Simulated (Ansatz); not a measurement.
Basis sets compared for tris(4-fluorophenyl)sulfonium, `Fc1ccc([S+](c2ccc(F)cc2)c2ccc(F)cc2)cc1`. Total charge 1; singlet. Geometry PBE-D4/def2-SVP. Ansatz on 8 threads of Arm Neoverse V1 on a shared host; times are rough, and most runs start from earlier orbitals.

```xyz
34

F     1.590    0.273   -5.301
C     1.216   -0.053   -4.068
C     1.683    0.716   -2.989
C     1.292    0.376   -1.689
C     0.442   -0.728   -1.504
S    -0.110   -1.246    0.122
C    -1.646   -0.360    0.397
C    -2.502   -0.904    1.374
C    -3.713   -0.263    1.646
C    -4.051    0.893    0.922
F    -5.207    1.497    1.174
C    -3.205    1.424   -0.066
C    -1.986    0.792   -0.333
C     1.061   -0.513    1.266
C     0.853    0.753    1.843
C     1.813    1.257    2.727
C     2.953    0.487    3.013
F     3.861    0.969    3.855
C     3.155   -0.782    2.445
C     2.195   -1.293    1.567
C    -0.013   -1.508   -2.584
C     0.373   -1.161   -3.881
H     2.351    1.567   -3.182
H     1.659    0.959   -0.833
H    -2.226   -1.817    1.924
H    -4.411   -0.652    2.402
H    -3.516    2.324   -0.616
H    -1.320    1.187   -1.113
H    -0.050    1.338    1.617
H     1.690    2.239    3.207
H     4.056   -1.356    2.707
H     2.332   -2.290    1.121
H    -0.662   -2.382   -2.418
H     0.042   -1.743   -4.754
```

Single mean-field runs in def2-TZVP are fitted with def2-universal-jkfit.

```
                         level  functions  energy (Eh)  HOMO (eV)  LUMO (eV)  wall time
               PBE-D4/def2-SVP        372   -1388.4751      -9.67      -5.78      6.5 s
PBE0-D4/def2-SVP (with forces)        372   -1388.5499     -10.79      -5.04       16 s
```

**Question.** Estimate the rows for PBE-D4/def2-TZVP, PBE0-D4/def2-TZVP.

**Answer.** 
```tsv
level	functions	energy (Eh)	HOMO (eV)	LUMO (eV)	wall time
PBE-D4/def2-TZVP	760	-1389.7081	-9.70	-5.89	17 s
PBE0-D4/def2-TZVP	760	-1389.7774	-10.73	-5.09	43 s
```
